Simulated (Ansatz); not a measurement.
C2H9AlBNO2 (SMILES [CH3][Al]([CH3])[NH]B(O)O), singlet, at the geometry of the source list, with bond 8-2 at 1.8 times its length; SC-NEVPT2/STO-3G, CASSCF(2,2) (Ansatz, a first-principles code).

The Ansatz input:
Ansatz 0.2 input:
```yaml
crystal:
  periodic: [false, false, false]
  atoms:
    - {symbol: B, position_ang: [2.03770000, -0.10570000, 0.18290000]}
    - {symbol: O, position_ang: [1.82660000, -1.44400000, -0.03270000]}
    - {symbol: O, position_ang: [3.28340000, 0.43790000, 0.35670000]}
    - {symbol: N, position_ang: [0.89170000, 0.73000000, 0.20650000]}
    - {symbol: Al, position_ang: [-0.84320000, 0.25170000, -0.01600000]}
    - {symbol: C, position_ang: [-1.94690000, 1.77070000, -0.68410000]}
    - {symbol: C, position_ang: [-1.51290000, -1.57730000, 0.39310000]}
    - {symbol: H, position_ang: [3.22952000, -2.44084000, -0.04998000]}
    - {symbol: H, position_ang: [4.01530000, -0.17430000, 0.32260000]}
    - {symbol: H, position_ang: [1.12870000, 1.70780000, 0.33330000]}
    - {symbol: H, position_ang: [-1.67260000, 2.10610000, -1.68770000]}
    - {symbol: H, position_ang: [-3.00480000, 1.50110000, -0.71510000]}
    - {symbol: H, position_ang: [-1.86200000, 2.64710000, -0.03460000]}
    - {symbol: H, position_ang: [-2.07890000, -1.62400000, 1.32830000]}
    - {symbol: H, position_ang: [-2.18370000, -1.94500000, -0.38990000]}
    - {symbol: H, position_ang: [-0.68440000, -2.28440000, 0.47910000]}
basis:
  gaussian:
    orbitals: STO-3G
magnetization: {spin_polarized: false}
correlation: {method: sc_nevpt2, electrons: all, active_space: {window: {electrons: 2, orbitals: 2}}}
```

Output, abridged:

```
Functional definition: HF
641 factors; integrals over basis functions are off by at most 9.3e-5 eV
mean field evaluation 1: about -14821.0551 eV, gradient 3.7e1 eV
mean field evaluation 2: about -14821.2399 eV, gradient 3.7e1 eV
mean field evaluation 4: about -14826.9596 eV, gradient 3.9e0 eV
mean field evaluation 8: about -14827.0189 eV, gradient 2.3e-4 eV
mean field -14827.01888359 eV, -544.8828938577 hartree, gradient 1.9e-6 eV, S^2 0.000000; 0 other end points of the search recorded, 0 dependent functions left out; unrestricted orbitals would lower it
reference -14827.01888359 eV, -544.8828938577 hartree; 31, 31 occupied and 17, 17 virtual orbitals, 641 factors
state -14830.08380108 eV, -544.9955274977 hartree
state -14830.08380108 eV, -544.9955274977 hartree; corrected -14837.81426762 eV, -545.2796169032 hartree
Total energy: -14837.81426762 eV, -545.2796169032 hartree
```
